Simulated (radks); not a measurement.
The numbers below are computed, except where a source is named.
Ga+, configuration [Ar] 3d10 4s2. Level of theory: scalar-relativistic Kohn-Sham, exchange-only LDA, spin-polarised, spherical densities, point nucleus (a radial shooting solver on a logarithmic mesh with Libxc functionals). Some entries of the table are withheld. Estimate them.

orbital  occ.  eigenvalue (eV)  <1/r> (bohr^-1)  r(max) (bohr)
1s          2        -10216.54            31.25            (1)
2s          2        -1266.484            6.832         0.1827
2p          6              (2)            6.709         0.1465
3s          2        -154.0896            2.183         0.5651
3p          6        -105.3268            2.030         0.5668
3d         10              (3)              (4)         0.5312
4s          2         -15.4456           0.5852          1.852

Answer. 
(1) 1s r(max) (bohr): 0.03183
(2) 2p eigenvalue (eV): -1104.596
(3) 3d eigenvalue (eV): -26.1144
(4) 3d <1/r> (bohr^-1): 1.649
